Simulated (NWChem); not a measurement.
The numbers come from NWChem runs, not from measurements. System: H4SSi2, charge 1, spin multiplicity 2, at the geometry of a parent with another charge or spin, in a state set for the comparison that need not be this species' ground state. Its SCF solution wasn't tested for a lower state. Level: UHF/def2-TZVPP.

Job file:

```
start mol
memory heap 200 mb stack 900 mb global 1100 mb
charge 1
geometry units angstroms nocenter noautoz
  Si    -0.611288    -0.954159     0.000000
  S     -1.238161     1.103777     0.000000
  H     -2.592612     0.892921     0.000000
  Si     1.726243    -0.320031     0.000000
  H      2.022856     1.159985     0.000000
  H      2.385484    -0.937345    -1.211189
  H      2.385484    -0.937345     1.211189
  symmetry group Cs
end
basis spherical
  * library def2-tzvpp
end
scf
  uhf
  nopen 1
  maxiter 100
  thresh 1e-7
  semidirect memsize 60000000 filesize 0
  # guess.movecs holds the orbitals of an unrestricted PBE0 run
  vectors input guess.movecs output mol.movecs
end
task scf energy
```

Part of the output:

```
             Northwest Computational Chemistry Package (NWChem) 7.3.0
             --------------------------------------------------------

                                NWChem Input Module
                                -------------------

 Scaling coordinates for geometry "geometry" by  1.889725989
 (inverse scale =  0.529177249)

 Turning off AUTOSYM since
 SYMMETRY directive was detected!

                             Geometry "geometry" -> ""
                             -------------------------

 Output coordinates in angstroms (scale by  1.889725989 to convert to a.u.)

  No.       Tag          Charge          X              Y              Z
 ---- ---------------- ---------- -------------- -------------- --------------
    1 Si                  14.0000    -0.61128800    -0.95415900     0.00000000
    2 S                   16.0000    -1.23816100     1.10377700     0.00000000
    3 H                    1.0000    -2.59261200     0.89292100     0.00000000
    4 Si                  14.0000     1.72624300    -0.32003100     0.00000000
    5 H                    1.0000     2.02285600     1.15998500     0.00000000
    6 H                    1.0000     2.38548400    -0.93734500    -1.21118900
    7 H                    1.0000     2.38548400    -0.93734500     1.21118900

 Effective nuclear repulsion energy (a.u.)     173.4879468497

            Nuclear Dipole moment (a.u.)
            ----------------------------
        X                 Y               Z
 ---------------- ---------------- ----------------
     0.0000113384    -0.0000226767     0.0000000000

      Symmetry information
      --------------------

 Group name             Cs
 Group number              2
 Group order               2
 No. of unique centers     6

      Symmetry unique atoms

     1    2    3    4    5    6


 Summary of "ao basis" -> "" (spherical)
 ------------------------------------------------------------------------------
       Tag                 Description            Shells   Functions and Types
 ---------------- ------------------------------  ------  ---------------------
 *                         def2-tzvpp                 on all atoms

 Summary of "ao basis" -> "ao basis" (spherical)
 ------------------------------------------------------------------------------
       Tag                 Description            Shells   Functions and Types
 ---------------- ------------------------------  ------  ---------------------
 Si                        def2-tzvpp               14       42   5s5p3d1f
 S                         def2-tzvpp               14       42   5s5p3d1f
 H                         def2-tzvpp                6       14   3s2p1d

                                 NWChem SCF Module
                                 -----------------

  ao basis        = "ao basis"
  functions       =   182
  atoms           =     7
  alpha electrons =    24
  beta  electrons =    23
  charge          =   1.00
  wavefunction    = UHF
  use symmetry    = T
  symmetry adapt  = T

 Summary of "ao basis" -> "ao basis" (spherical)
 ------------------------------------------------------------------------------
       Tag                 Description            Shells   Functions and Types
 ---------------- ------------------------------  ------  ---------------------
 Si                        def2-tzvpp               14       42   5s5p3d1f
 S                         def2-tzvpp               14       42   5s5p3d1f
 H                         def2-tzvpp                6       14   3s2p1d

      Symmetry analysis of basis
      --------------------------

        a'        118
        a"         64

 Forming initial guess at       0.1s

   Symmetry analysis of molecular orbitals - initial alpha
   -------------------------------------------------------

  Numbering of irreducible representations:

     1 a'          2 a"

  Orbital symmetries:

     1 a'          2 a'          3 a'          4 a'          5 a'
     6 a'          7 a"          8 a'          9 a'         10 a"
    11 a'         12 a'         13 a'         14 a"         15 a'
    16 a'         17 a'         18 a'         19 a'         20 a'
    21 a"         22 a'         23 a"         24 a'         25 a"
    26 a'         27 a'         28 a'         29 a"         30 a'
    31 a'         32 a'         33 a"         34 a'

   Symmetry analysis of molecular orbitals - initial beta
   ------------------------------------------------------

  Numbering of irreducible representations:

     1 a'          2 a"

  Orbital symmetries:

     1 a'          2 a'          3 a'          4 a'          5 a'
     6 a'          7 a"          8 a'          9 a'         10 a"
    11 a'         12 a'         13 a'         14 a"         15 a'
    16 a'         17 a'         18 a'         19 a'         20 a'
    21 a"         22 a'         23 a"         24 a'         25 a"
    26 a'         27 a'         28 a'         29 a"         30 a'
    31 a'         32 a'         33 a"         34 a'

 Starting SCF solution at       0.1s

 ----------------------------------------------
         Quadratically convergent UHF

 Convergence threshold     :          1.000E-07
 Maximum no. of iterations :          100
 Integral*density screening:          1.000E-09
 ----------------------------------------------

              iter       energy          gnorm     gmax       time
             ----- ------------------- --------- --------- --------
                 1     -977.4249991837  8.36D-01  2.41D-01      4.7
                 2     -977.4509173840  9.53D-02  1.29D-02      5.6
                 3     -977.4538684271  4.98D-03  1.01D-03      9.0
[...]
    61      0.163086  2 S  py                 4      0.155218  1 Si s
    55      0.150544  2 S  py

 Vector   23  Occ=1.000000D+00  E=-5.994572D-01  Symmetry=a'
              MO Center= -3.0D-01, -5.8D-01, -7.2D-14, r^2= 3.9D+00
   Bfn.  Coefficient  Atom+Function         Bfn.  Coefficient  Atom+Function
  ----- ------------  ---------------      ----- ------------  ---------------
    15      0.338747  1 Si px                16      0.297921  1 Si py
   113     -0.257030  4 Si px                 5     -0.228926  1 Si s
     4     -0.213065  1 Si s                 58     -0.178212  2 S  py

 Vector   24  Occ=1.000000D+00  E=-5.964209D-01  Symmetry=a"
              MO Center= -1.0D+00,  7.4D-01, -2.5D-13, r^2= 2.3D+00
   Bfn.  Coefficient  Atom+Function         Bfn.  Coefficient  Atom+Function
  ----- ------------  ---------------      ----- ------------  ---------------
    59      0.485398  2 S  pz                62      0.297073  2 S  pz
    56      0.206528  2 S  pz                17      0.173516  1 Si pz
    50     -0.168568  2 S  pz

 Vector   25  Occ=0.000000D+00  E=-2.077039D-01  Symmetry=a"
              MO Center= -5.9D-01, -7.5D-01,  2.1D-12, r^2= 3.6D+00
   Bfn.  Coefficient  Atom+Function         Bfn.  Coefficient  Atom+Function
  ----- ------------  ---------------      ----- ------------  ---------------
    20      0.531667  1 Si pz                17      0.453952  1 Si pz
    62     -0.289818  2 S  pz                59     -0.197226  2 S  pz

 Vector   26  Occ=0.000000D+00  E=-1.120135D-01  Symmetry=a'
              MO Center= -3.4D-01, -8.2D-01,  2.4D-12, r^2= 5.4D+00
   Bfn.  Coefficient  Atom+Function         Bfn.  Coefficient  Atom+Function
  ----- ------------  ---------------      ----- ------------  ---------------
    18      0.842855  1 Si px               103     -0.771125  4 Si s
    47      0.564917  2 S  s                116      0.431451  4 Si px
    19     -0.381314  1 Si py               143      0.362706  5 H  s
    61     -0.314932  2 S  py                15      0.255053  1 Si px
   113      0.187495  4 Si px                 5      0.180921  1 Si s

 Vector   27  Occ=0.000000D+00  E=-6.440896D-02  Symmetry=a'
              MO Center= -4.3D-01, -4.5D-01,  1.2D-13, r^2= 7.7D+00
   Bfn.  Coefficient  Atom+Function         Bfn.  Coefficient  Atom+Function
  ----- ------------  ---------------      ----- ------------  ---------------
     5      1.510602  1 Si s                 19      1.021862  1 Si py
   103     -0.960626  4 Si s                116      0.894823  4 Si px
    18      0.729564  1 Si px                60     -0.680145  2 S  px
    87     -0.620731  3 H  s                 61      0.444502  2 S  py
    47     -0.322058  2 S  s                117      0.301042  4 Si py

                     UHF Final Beta Molecular Orbital Analysis
                     -----------------------------------------

 Vector   21  Occ=1.000000D+00  E=-6.556989D-01  Symmetry=a'
              MO Center=  1.4D+00,  3.9D-01, -2.8D-14, r^2= 3.6D+00
   Bfn.  Coefficient  Atom+Function         Bfn.  Coefficient  Atom+Function
  ----- ------------  ---------------      ----- ------------  ---------------
   114      0.309374  4 Si py               142      0.246461  5 H  s
    58     -0.151491  2 S  py

 Vector   22  Occ=1.000000D+00  E=-6.111466D-01  Symmetry=a'
              MO Center= -6.5D-02, -2.2D-01, -5.5D-13, r^2= 4.1D+00
   Bfn.  Coefficient  Atom+Function         Bfn.  Coefficient  Atom+Function
  ----- ------------  ---------------      ----- ------------  ---------------
    58      0.320823  2 S  py                15      0.269405  1 Si px
     4      0.212617  1 Si s                 16     -0.210187  1 Si py
     5      0.180592  1 Si s                113     -0.171722  4 Si px
    61      0.162711  2 S  py

 Vector   23  Occ=1.000000D+00  E=-6.016104D-01  Symmetry=a"
              MO Center= -1.1D+00,  7.9D-01, -1.3D-13, r^2= 2.2D+00
   Bfn.  Coefficient  Atom+Function         Bfn.  Coefficient  Atom+Function
  ----- ------------  ---------------      ----- ------------  ---------------
    59      0.499968  2 S  pz                62      0.302089  2 S  pz
    56      0.212912  2 S  pz                50     -0.173005  2 S  pz

 Vector   24  Occ=0.000000D+00  E=-2.430459D-01  Symmetry=a'
              MO Center= -3.7D-01, -8.3D-01, -4.5D-13, r^2= 3.9D+00
   Bfn.  Coefficient  Atom+Function         Bfn.  Coefficient  Atom+Function
  ----- ------------  ---------------      ----- ------------  ---------------
     5      0.478556  1 Si s                 18     -0.242470  1 Si px
    15     -0.238220  1 Si px                 4      0.233558  1 Si s
   113      0.222956  4 Si px                19     -0.190109  1 Si py
    16     -0.175822  1 Si py                61      0.173479  2 S  py
   103     -0.164353  4 Si s                  3     -0.158013  1 Si s

 Vector   25  Occ=0.000000D+00  E=-1.891845D-01  Symmetry=a"
              MO Center= -4.7D-01, -7.5D-01,  9.2D-13, r^2= 3.7D+00
   Bfn.  Coefficient  Atom+Function         Bfn.  Coefficient  Atom+Function
  ----- ------------  ---------------      ----- ------------  ---------------
    20      0.564890  1 Si pz                17      0.427288  1 Si pz
    62     -0.281276  2 S  pz                59     -0.179950  2 S  pz

 Vector   26  Occ=0.000000D+00  E=-8.631518D-02  Symmetry=a'
              MO Center= -4.3D-01, -5.5D-01,  2.1D-12, r^2= 6.3D+00
   Bfn.  Coefficient  Atom+Function         Bfn.  Coefficient  Atom+Function
  ----- ------------  ---------------      ----- ------------  ---------------
    18      0.838979  1 Si px                47      0.818407  2 S  s
   103     -0.691741  4 Si s                116      0.478428  4 Si px
   143      0.449510  5 H  s                 19     -0.438382  1 Si py
    61     -0.421581  2 S  py               117     -0.295558  4 Si py
    87     -0.280109  3 H  s                 58     -0.200603  2 S  py

 center of mass
 --------------
 x =  -0.08547724 y =  -0.00366363 z =   0.00000000

 moments of inertia (a.u.)
 ------------------
         264.886034011710         168.968533066113           0.000000000000
         168.968533066113         599.848593176709           0.000000000000
           0.000000000000           0.000000000000         843.615954175250

  Mulliken analysis of the total density
  --------------------------------------

    Atom       Charge   Shell Charges
 -----------   ------   -------------------------------------------------------
    1 Si  14    13.40   2.00  0.59  1.38  1.08  0.52  4.10  1.74  0.41  1.11  0.24  0.00  0.06  0.14  0.02
    2 S   16    16.05   2.01  0.49  1.48  1.07  0.76  4.18  1.69  0.86  2.36  1.04  0.00  0.03  0.07  0.01
    3 H    1     0.86   0.21  0.50  0.09  0.01  0.05  0.00
    4 Si  14    13.70   2.00  0.59  1.39  0.82  0.43  4.12  1.73  0.50  1.50  0.33  0.00  0.11  0.17  0.02
    5 H    1     0.99   0.22  0.55  0.19  0.00  0.02  0.00
    6 H    1     1.00   0.23  0.55  0.20  0.00  0.02  0.00
    7 H    1     1.00   0.23  0.55  0.20  0.00  0.02  0.00

  Mulliken analysis of the alpha density
  --------------------------------------

    Atom       Charge   Shell Charges
 -----------   ------   -------------------------------------------------------
    1 Si  14     7.04   1.00  0.30  0.69  0.58  0.28  2.06  0.86  0.24  0.74  0.16  0.00  0.03  0.08  0.01
    2 S   16     8.02   1.00  0.24  0.74  0.53  0.38  2.09  0.85  0.43  1.18  0.52  0.00  0.02  0.04  0.00
    3 H    1     0.44   0.11  0.26  0.05  0.00  0.02  0.00
    4 Si  14     6.97   1.00  0.29  0.69  0.42  0.21  2.06  0.86  0.26  0.83  0.17  0.00  0.06  0.09  0.01
    5 H    1     0.51   0.12  0.28  0.10  0.00  0.01  0.00
    6 H    1     0.50   0.11  0.28  0.10  0.00  0.01  0.00
    7 H    1     0.50   0.11  0.28  0.10  0.00  0.01  0.00

   Mulliken analysis of the beta density
   -------------------------------------

    Atom       Charge   Shell Charges
 -----------   ------   -------------------------------------------------------
    1 Si  14     6.36   1.00  0.29  0.69  0.50  0.24  2.04  0.88  0.17  0.37  0.08  0.00  0.03  0.06  0.01
    2 S   16     8.02   1.00  0.24  0.74  0.53  0.38  2.09  0.85  0.43  1.18  0.53  0.00  0.01  0.04  0.00
    3 H    1     0.42   0.10  0.24  0.05  0.00  0.02  0.00
    4 Si  14     6.73   1.00  0.29  0.70  0.40  0.21  2.06  0.87  0.23  0.68  0.16  0.00  0.05  0.08  0.01
    5 H    1     0.48   0.11  0.26  0.09  0.00  0.01  0.00
    6 H    1     0.49   0.11  0.27  0.10  0.00  0.01  0.00
    7 H    1     0.49   0.11  0.27  0.10  0.00  0.01  0.00

   Mulliken analysis of the spin density
   -------------------------------------

    Atom       Charge   Shell Charges
 -----------   ------   -------------------------------------------------------
    1 Si  14     0.67   0.00  0.00 -0.00  0.09  0.04  0.02 -0.01  0.08  0.37  0.08  0.00  0.01  0.01  0.00
    2 S   16     0.00  -0.00 -0.00  0.00 -0.00 -0.00  0.00 -0.00  0.00  0.00 -0.01  0.00  0.00  0.00  0.00
    3 H    1     0.03   0.01  0.02  0.00  0.00 -0.00  0.00
    4 Si  14     0.24   0.00  0.00 -0.00  0.02  0.00  0.01 -0.01  0.03  0.15  0.02  0.00  0.01  0.01  0.00
    5 H    1     0.04   0.01  0.02  0.01  0.00  0.00  0.00
    6 H    1     0.01   0.00  0.00  0.00  0.00  0.00  0.00
    7 H    1     0.01   0.00  0.00  0.00  0.00  0.00  0.00

       Multipole analysis of the density wrt the origin
       ------------------------------------------------

     L   x y z        total         alpha         beta         nuclear
     -   - - -        -----         -----         ----         -------
     0   0 0 0      1.000000    -24.000000    -23.000000     48.000000

     1   1 0 0     -0.686520      0.125742     -0.812274      0.000011
     1   0 1 0     -0.996081      0.372194     -1.368253     -0.000023
     1   0 0 1      0.000000      0.000000      0.000000      0.000000

     2   2 0 0    -18.373479   -180.038711   -172.849092    334.514323
     2   1 1 0     -0.110445     44.179899     48.113126    -92.403470
     2   1 0 1     -0.000000     -0.000000      0.000000      0.000000
     2   0 2 0    -24.541644    -82.854532    -75.862827    134.175715
     2   0 1 1      0.000000      0.000000     -0.000000      0.000000
     2   0 0 2    -28.082802    -19.893855    -18.666298     10.477351

 Task  times  cpu:       28.7s     wall:       28.7s

 Total times  cpu:       28.7s     wall:       28.7s
```
